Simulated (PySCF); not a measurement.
Gas-phase reaction: 2 GeHCl₃ + GeH₄ → 6 Cl + 3 GeH₂

Computed with PySCF (xtb for GFN2) and rigid-rotor harmonic-oscillator thermochemistry at 1 bar. † marks an energy on the PBE0/def2-TZVP geometry and frequencies; other levels use their own. 6-31G* has spherical d functions here. Open shells (unrestricted): Cl (multiplicity 2); the rest are closed-shell singlets. GFN2 has no spin-polarisation term. Spin-orbit splitting is ignored; it lowers the true energy and changes the entropy of Cl. Ge: all electrons, no relativistic terms. GeH₂: computed as isolated molecules; such fragments, hydroxides, amides, oligomers or adducts are transient or little studied in the gas.

```
level            ΔH°(298 K), kJ
---------------  --------------
BLYP/def2-TZVP†            1957
GFN2-xTB                      ?
HF/6-31G*                  1551
PBE0/def2-SVP†                ?
LDA/def2-TZVP†             2505
```

Problem. What belongs in the gaps?

Solution. 
- GFN2-xTB, ΔH°(298 K), kJ: 1955
- PBE0/def2-SVP†, ΔH°(298 K), kJ: 2140
